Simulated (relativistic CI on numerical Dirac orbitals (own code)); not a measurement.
Fe⁺ in a cubic cluster: 3s photoemission with charge transfer

Computed with a charge-transfer multiplet model of a cubic metal-ligand cluster with up to 3 ligand holes, Slater and spin-orbit integrals from Dirac-Coulomb-Breit ions, Slater integrals scaled by 0.9. The parameters are those of a tetrahedral site (10Dq negative, t2 hopping the larger). The ground state mixes d7 with configurations of k ligand holes L, whose averages lie at kΔ + k(k − 1)U_dd/2; a core hole lowers each added d electron by U_cd. 300 K, Lorentzian 1.4 eV and Gaussian 0.8 eV FWHM.

Atomic integrals in eV (Slater integrals scaled, ζ unscaled), ground: F2dd 8.720, F4dd 5.369, zeta_d 0.042; with the core hole: F2dd 9.969, F4dd 6.196, zeta_d 0.051, G2cd 10.421.

Cluster parameters (eV): Δ = 4.9, U_dd = 7.2, 10Dq = -0.25, 10Dq(ligand) = 0, V(eg) = 1.15, V(t2g) = -1.95, final-state hopping factor = 0.8.

```csv
Case,n_d,d7,d8L,d9L2,d10L3,S
U_cd = 7.5 eV,7.19,0.82,0.18,0.01,0.00,1.50
U_cd = 8.7 eV,7.19,0.82,0.18,0.01,0.00,1.50
U_cd = 9.3 eV,7.19,0.82,0.18,0.01,0.00,1.50
U_cd = 9.9 eV,7.19,0.82,0.18,0.01,0.00,1.50
U_cd = 10.5 eV,7.19,0.82,0.18,0.01,0.00,1.50
```

Weights, n_d and S are thermal averages at 300 K. Binding energies count from the first peak over 30 % of the highest in each spectrum, which can be another peak from case to case. The parameters are a model scan and need not match a compound or its usual spin state. Peaks in eV (height, largest 100):
- U_cd = 7.5 eV: 0.0 (100), 5.3 (30), 6.7 (39), 10.4 (17), 12.5 (22)
- U_cd = 8.7 eV: 0.0 (100), 5.6 (55), 9.1 (18), 12.3 (30), 14.7 (15)
- U_cd = 9.3 eV: 0.0 (100), 5.7 (72), 8.6 (22), 12.1 (31), 14.9 (24)
- U_cd = 9.9 eV: 0.0 (100), 5.7 (86), 8.1 (28), 11.8 (30), 15.0 (33)
- U_cd = 10.5 eV: 0.0 (100), 5.8 (95), 11.5 (31), 15.4 (43)

Curve for U_cd = 9.3 eV (points under 2 left out, the grid thinned):

E (eV), Intensity and a bar:
```
     -3.4        5.6 #
     -2.9        7.4 ##
     -2.4       10.3 ###
     -1.9       15.6 ####
     -1.4       26.1 #######
     -0.9       48.0 ##############
     -0.5       75.7 #######################
      0.0      100.0 ##############################
      0.5       81.9 ########################
      1.0       49.6 ###############
      1.5       31.8 #########
      2.0       24.2 #######
      2.5       19.8 #####
      3.0       18.4 #####
      3.5       20.3 ######
      4.0       25.1 #######
      4.5       34.2 ##########
      4.9       46.9 ##############
      5.4       66.3 ####################
      5.9       70.5 #####################
      6.4       55.7 ################
      6.9       36.2 ##########
      7.4       23.7 #######
      7.9       19.9 #####
      8.4       21.1 ######
      8.9       21.0 ######
      9.4       16.8 #####
      9.9       12.9 ###
     10.3       11.8 ###
     10.8       13.3 ###
     11.3       19.1 #####
     11.8       27.9 ########
     12.3       29.8 ########
     12.8       22.2 ######
     13.3       15.8 ####
     13.8       14.9 ####
     14.3       19.2 #####
     14.8       23.7 #######
     15.3       20.1 ######
     15.7       13.8 ####
     16.2        7.9 ##
     16.7        5.0 #
     17.2        3.5 
     17.7        2.6 
     18.2        2.1
```

For the case U_cd = 9.3 eV, Δ = 4.9 eV is smaller than U_dd = 7.2 eV, the charge-transfer side of the Zaanen-Sawatzky-Allen scheme. With the core hole the configuration with one ligand hole lies at Δ − U_cd = -2.6, -3.8, -4.4, -5.0, -5.6 eV from the one without, in the order of the table; where this is negative the screened configuration lies lower, though the effective hopping of about 2.6 eV (from the holes of the mixed ground state) mixes the two strongly wherever it is as large as the gap.

Without intra-shell correlation the exchange splitting of the 3s hole comes out too large.
